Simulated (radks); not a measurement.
The germanium ion Ge12+, configuration [Ar] 3d2.

Calculated with a radial shooting solver on a logarithmic mesh with Libxc functionals: non-relativistic Kohn-Sham, TPSS, spin-polarised, spherical densities, point nucleus; open shells are filled with parallel spins first; meta-GGA in the generalised Kohn-Sham scheme.

Energy parts (hartree):
part                       energy
total                 -2013.94548
kinetic                2013.07602
electron-nucleus      -4549.18701
Hartree                 589.54579
exchange-correlation    -67.38028

Orbitals (lengths in bohr, moments of r in powers of bohr; r(max) is where P^2 peaks):
| orbital | occ. | eigenvalue (hartree) | r(max) |
|---|---|---|---|
| 1s up | 1 | -410.9297 | 0.03158 |
| 1s down | 1 | -410.9295 | 0.03158 |
| 2s up | 1 | -62.77560 | 0.1792 |
| 2s down | 1 | -62.67353 | 0.1791 |
| 2p up | 3 | -57.31298 | 0.1427 |
| 2p down | 3 | -57.23364 | 0.1425 |
| 3s up | 1 | -17.66372 | 0.5239 |
| 3s down | 1 | -17.50279 | 0.5245 |
| 3p up | 3 | -15.81948 | 0.5117 |
| 3p down | 3 | -15.65240 | 0.5124 |
| 3d up | 2 | -12.76387 | 0.4369 |
| 3d down | 0 | -12.57458 | 0.4385 |
| 4s up | 0 | -7.67813 | 1.185 |
| 4s down | 0 | -7.62534 | 1.189 |
| 4p up | 0 | -7.02441 | 1.218 |
| 4p down | 0 | -6.97232 | 1.223 |

The highest occupied level is 3d up at -347.32 eV. The spin density at the nucleus is -0.648 e/bohr^3 (1s -0.048, 2s -2.561, 3s 1.961), a Fermi contact field of -34 T.
